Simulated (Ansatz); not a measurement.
Input file for Ansatz (a program for electronic structure): R-RI-MP2/cc-pVQZ on CH6GaN (SMILES [CH3][GaH][NH2]), a point of a torsion scan. Files ending in .json are basis or fitting sets from the Basis Set Exchange. The run froze 16 orbitals, filled d shells among them.

Ansatz 0.2 input:
```yaml
crystal:
  periodic: [false, false, false]
  atoms:
    - {symbol: C, position_ang: [-1.54097409, 0.14964802, -0.22957621]}
    - {symbol: Ga, position_ang: [0.24940919, -0.33644496, 0.57377032]}
    - {symbol: N, position_ang: [1.79435493, 0.05875439, -0.34187323]}
    - {symbol: H, position_ang: [-2.36486138, -0.41479464, 0.21225101]}
    - {symbol: H, position_ang: [-1.75799828, 1.21406952, -0.10806615]}
    - {symbol: H, position_ang: [-1.50726885, -0.05943790, -1.30191034]}
    - {symbol: H, position_ang: [0.42636711, -1.21607358, 1.86730805]}
    - {symbol: H, position_ang: [2.03779384, 1.01124728, -0.59311049]}
    - {symbol: H, position_ang: [2.66269743, -0.39989815, -0.07823216]}
basis:
  gaussian:
    orbitals: cc-pVQZ
    fitting: {mean_field: def2-universal-JKFIT, correlation: cc-pVQZ-RIFIT.json}
magnetization: {spin_polarized: false}
correlation: {method: mp2, electrons: outside_noble_gas}
scf: {lower_state_search: off}
```

The log:

```
WARN ansatz: RAYON_NUM_THREADS=1 ignored (pool sized by the plan → 1); use --threads N
Functional definition: HF
these checks for a lower state are left out or cut short: stability, starts, cluster_reference, orbital_swaps, neighbouring_geometries, increment
integrals: 0.50 GiB planned
526 factors; integrals over basis functions are off by at most 6.2e0 eV
mean field: 0.79 GiB planned
mean field evaluation 1: about -54939.5784 eV, gradient 4.5e1 eV
mean field evaluation 2: about -54942.5673 eV, gradient 2.6e1 eV
mean field evaluation 4: about -54943.9698 eV, gradient 1.3e0 eV
mean field -54943.97507527 eV, -2019.1538416523 hartree, gradient 1.7e-6 eV, S^2 0.000000; 0 other end points of the search recorded, 0 dependent functions left out
16 core orbitals not correlated
820 factors; their error is unknown
reference -54943.97507527 eV, -2019.1538416523 hartree; 9, 9 occupied and 333, 333 virtual orbitals, 820 factors
second order -14.01687220 eV of doubles, -0.00000000 eV of singles
Total energy: -54957.99194748 eV, -2019.6689522048 hartree
Checks for a lower state left out: stability, starts, cluster_reference, orbital_swaps, neighbouring_geometries, increment
```

The run converged.

Cost: about 4 core-seconds (a rough figure).
